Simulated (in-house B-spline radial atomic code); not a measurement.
Checks on a self-consistent run for V II (V+), [Ar] (3d3/2)3 (3d5/2)1. Method: Dirac-Hartree-Fock, average of the jj configuration, Fermi nucleus of rms radius 3.6002 fm. Calculated with an all-electron radial atomic-structure program (B-spline basis).

```json
{"orbital": "1s1/2", "q": "2", "ε (Eh)": "-203.06219", "<1/r>": "22.8475", "<r²>": "0.0059269", "small-component weight": "0.0068064"}
{"orbital": "2s1/2", "q": "2", "ε (Eh)": "-24.24614", "<1/r>": "4.84724", "<r²>": "0.110531", "small-component weight": "0.0012188"}
{"orbital": "2p1/2", "q": "2", "ε (Eh)": "-20.34622", "<1/r>": "4.75323", "<r²>": "0.0907307", "small-component weight": "0.0011832"}
{"orbital": "2p3/2", "q": "4", "ε (Eh)": "-20.05622", "<1/r>": "4.69317", "<r²>": "0.0920844", "small-component weight": "0.0011723"}
{"orbital": "3s1/2", "q": "2", "ε (Eh)": "-3.31787", "<1/r>": "1.46031", "<r²>": "1.05643", "small-component weight": "0.00023957"}
{"orbital": "3p1/2", "q": "2", "ε (Eh)": "-2.22885", "<1/r>": "1.32687", "<r²>": "1.2512", "small-component weight": "0.00020536"}
{"orbital": "3p3/2", "q": "4", "ε (Eh)": "-2.08899", "<1/r>": "1.31327", "<r²>": "1.26444", "small-component weight": "0.00020225"}
{"orbital": "3d3/2", "q": "3", "ε (Eh)": "-0.54724", "<1/r>": "0.917868", "<r²>": "2.92053", "small-component weight": "0.00010925"}
{"orbital": "3d5/2", "q": "1", "ε (Eh)": "-0.52797", "<1/r>": "0.906325", "<r²>": "3.03208", "small-component weight": "0.00010699"}
```

Electron-electron repulsion V_ee = 350.7923 hartree.

Question: What total energy follows from the eigenvalues?

Answer: The eigenvalues count the repulsion twice, so E = Σqε - V_ee = -597.153 - 350.792 = -947.945 hartree; the run printed -947.945.

Question: Does the Dirac virial theorem hold?

Answer: For a point nucleus E = -2c²Σq·w, with w the small-component weight. Here Σq·w = 0.02524 and c = 137.0360, so the ratio E/(-2c²Σq·w) is 1.000005; the finite nucleus accounts for the departure from 1.

Question: What diamagnetic shielding (Lamb formula) and susceptibility (Langevin formula) do the radii give?

Answer: σ = (α²/3)Σq<1/r> = 98.156/(3·137.036²) = 1742.3 ppm, and χ = -0.79199×10⁻⁶·Σq<r²> = -17.62×10⁻⁶ cm³/mol with Σq<r²> = 22.249 bohr². Both are non-relativistic formulas without the paramagnetism of open shells.
